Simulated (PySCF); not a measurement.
C2H6AlIO, SMILES C[O][Al]([CH3])[I].

Geometry: B3LYP-D3(BJ)/def2-SVP. The structure was generated by enumeration; whether it is a known compound was not checked. The def2 effective core potentials stand for the cores of I; spin–orbit coupling is left out. One conformer was computed; it need not be the lowest.

Method: B3LYP/def2-TZVP run with PySCF.

Symmetry labels are those of the subgroup Cs that the program uses (full group Cs).

### Question
List the valence orbital energies around the gap with their symmetry. (Estimate from the structure and the level; the computed values follow.)

### Answer

```
orbital  symmetry  energy (eV)
-------  --------  -----------
HOMO−7         A'       -11.13
HOMO−6         A"       -11.10
HOMO−5         A'        -9.90
HOMO−4         A'        -8.54
HOMO−3         A"        -8.14
HOMO−2         A'        -7.95
HOMO−1         A"        -7.45
HOMO           A'        -7.33
LUMO           A"        -0.75
LUMO+1         A'        -0.74
LUMO+2         A'         1.06
LUMO+3         A'         1.17
```
